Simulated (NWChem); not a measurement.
All runs are NWChem calculations. System: bromine (Br₂), charge 0, spin multiplicity 1, at a geometry optimised with PBE0/def2-SVP. Level: BHandHLYP/def2-TZVP.

Output (cleaned and shortened):

```
             Northwest Computational Chemistry Package (NWChem) 7.3.0
             --------------------------------------------------------

                                NWChem Input Module
                                -------------------

 Scaling coordinates for geometry "geometry" by  1.889725989
 (inverse scale =  0.529177249)

 Turning off AUTOSYM since
 SYMMETRY directive was detected!

                             Geometry "geometry" -> ""
                             -------------------------

 Output coordinates in angstroms (scale by  1.889725989 to convert to a.u.)

  No.       Tag          Charge          X              Y              Z
 ---- ---------------- ---------- -------------- -------------- --------------
    1 Br                  35.0000     0.00000000     0.00000000     1.14917100
    2 Br                  35.0000     0.00000000     0.00000000    -1.14917100

 Effective nuclear repulsion energy (a.u.)     282.0477239787

            Nuclear Dipole moment (a.u.)
            ----------------------------
        X                 Y               Z
 ---------------- ---------------- ----------------
     0.0000000000     0.0000000000     0.0000000000

      Symmetry information
      --------------------

 Group name             D2h
 Group number             26
 Group order               8
 No. of unique centers     1

      Symmetry unique atoms

     1


 Summary of "ao basis" -> "" (spherical)
 ------------------------------------------------------------------------------
       Tag                 Description            Shells   Functions and Types
 ---------------- ------------------------------  ------  ---------------------
 *                         def2-tzvp                  on all atoms

                                 NWChem DFT Module
                                 -----------------

 Summary of "ao basis" -> "ao basis" (spherical)
 ------------------------------------------------------------------------------
       Tag                 Description            Shells   Functions and Types
 ---------------- ------------------------------  ------  ---------------------
 Br                        def2-tzvp                16       48   6s5p4d1f

 Summary of "ao basis" -> "ao basis" (spherical)
 ------------------------------------------------------------------------------
       Tag                 Description            Shells   Functions and Types
 ---------------- ------------------------------  ------  ---------------------
[...]
              MO Center=  1.1D-30, -2.1D-16, -1.0D-16, r^2= 3.0D+00
   Bfn.  Coefficient  Atom+Function         Bfn.  Coefficient  Atom+Function
  ----- ------------  ---------------      ----- ------------  ---------------
    17      0.395442  1 Br py                65     -0.395442  2 Br py
    11     -0.268459  1 Br py                59      0.268459  2 Br py
    20      0.253743  1 Br py                68     -0.253743  2 Br py
    14      0.250531  1 Br py                62     -0.250531  2 Br py
     8      0.081495  1 Br py                56     -0.081495  2 Br py

 Vector   35  Occ=2.000000D+00  E=-3.399669D-01  Symmetry=b2g
              MO Center= -2.1D-16,  1.2D-30, -3.1D-17, r^2= 3.0D+00
   Bfn.  Coefficient  Atom+Function         Bfn.  Coefficient  Atom+Function
  ----- ------------  ---------------      ----- ------------  ---------------
    16      0.395442  1 Br px                64     -0.395442  2 Br px
    10     -0.268459  1 Br px                58      0.268459  2 Br px
    19      0.253743  1 Br px                67     -0.253743  2 Br px
    13      0.250531  1 Br px                61     -0.250531  2 Br px
     7      0.081495  1 Br px                55     -0.081495  2 Br px

 Vector   36  Occ=0.000000D+00  E=-9.573306D-02  Symmetry=b1u
              MO Center=  8.7D-31, -1.5D-31, -1.0D-15, r^2= 3.8D+00
   Bfn.  Coefficient  Atom+Function         Bfn.  Coefficient  Atom+Function
  ----- ------------  ---------------      ----- ------------  ---------------
    21      0.471031  1 Br pz                69      0.471031  2 Br pz
    18      0.379221  1 Br pz                66      0.379221  2 Br pz
     6     -0.293645  1 Br s                 54      0.293645  2 Br s
    12     -0.259300  1 Br pz                60     -0.259300  2 Br pz
    15      0.248349  1 Br pz                63      0.248349  2 Br pz

 Vector   37  Occ=0.000000D+00  E= 2.118266D-01  Symmetry=b1u
              MO Center= -9.1D-31, -1.1D-30,  2.2D-16, r^2= 8.6D+00
   Bfn.  Coefficient  Atom+Function         Bfn.  Coefficient  Atom+Function
  ----- ------------  ---------------      ----- ------------  ---------------
    21      1.594430  1 Br pz                69      1.594430  2 Br pz
     6     -1.027258  1 Br s                 54      1.027258  2 Br s
    18     -0.527945  1 Br pz                66     -0.527945  2 Br pz
    39     -0.466432  1 Br d  0              87      0.466432  2 Br d  0
    12      0.153051  1 Br pz                60      0.153051  2 Br pz

 Vector   38  Occ=0.000000D+00  E= 2.137148D-01  Symmetry=ag
              MO Center=  7.4D-13, -7.5D-13, -8.6D-14, r^2= 5.6D+00
   Bfn.  Coefficient  Atom+Function         Bfn.  Coefficient  Atom+Function
  ----- ------------  ---------------      ----- ------------  ---------------
    21      0.804438  1 Br pz                69     -0.804438  2 Br pz
    18     -0.556848  1 Br pz                66      0.556848  2 Br pz
    39      0.310075  1 Br d  0              87      0.310075  2 Br d  0
    24     -0.087826  1 Br d  0              72     -0.087826  2 Br d  0
     6      0.082573  1 Br s                 54      0.082573  2 Br s

 center of mass
 --------------
 x =   0.00000000 y =   0.00000000 z =   0.00000000

 moments of inertia (a.u.)
 ------------------
         753.760609686720           0.000000000000           0.000000000000
           0.000000000000         753.760609686720           0.000000000000
           0.000000000000           0.000000000000           0.000000000000

     Multipole analysis of the density
     ---------------------------------

     L   x y z        total         alpha         beta         nuclear
     -   - - -        -----         -----         ----         -------
     0   0 0 0     -0.000000    -35.000000    -35.000000     70.000000

     1   1 0 0     -0.000000     -0.000000     -0.000000      0.000000
     1   0 1 0     -0.000000     -0.000000     -0.000000      0.000000
     1   0 0 1      0.000000      0.000000      0.000000      0.000000

     2   2 0 0    -27.640706    -13.820353    -13.820353      0.000000
     2   1 1 0      0.000000      0.000000      0.000000      0.000000
     2   1 0 1     -0.000000     -0.000000     -0.000000      0.000000
     2   0 2 0    -27.640706    -13.820353    -13.820353      0.000000
     2   0 1 1     -0.000000     -0.000000     -0.000000      0.000000
     2   0 0 2    -23.817961   -176.966393   -176.966393    330.114824

 Task  times  cpu:        4.0s     wall:        4.0s

 Total times  cpu:        4.0s     wall:        4.0s
```

Problem. Write an NWChem input that would produce this output.

Solution. One answer among several that fit: 
```
start mol
memory heap 200 mb stack 900 mb global 1100 mb
geometry units angstroms nocenter noautoz
  Br     0.000000     0.000000     1.149171
  Br     0.000000     0.000000    -1.149171
  symmetry group D2h
end
basis spherical
  * library def2-tzvp
end
dft
  xc bhlyp
  semidirect memsize 60000000 filesize 0
  iterations 100
end
task dft energy
```
